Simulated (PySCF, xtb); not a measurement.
BH3N, SMILES [BH]N (connectivity only; charge and spin as stated), charge +1, multiplicity 1.

GFN2-xTB run with xtb 6.7.1 at its own geometry gives an orbital gap of 5.18 eV.

Geometry optimised at TPSSh-D3(BJ)/def2-TZVP. The spin state was assumed, not searched. The isomer is the one that the SMILES or the coordinates give; other isomers of the formula were not compared.

**Question.** What does ωB97X/def2-TZVPD (PySCF) give? (Estimate from the structure and the level; the computed values follow.)

**Answer.** gap 13.16 eV (levels -19.43 and -6.27 eV).
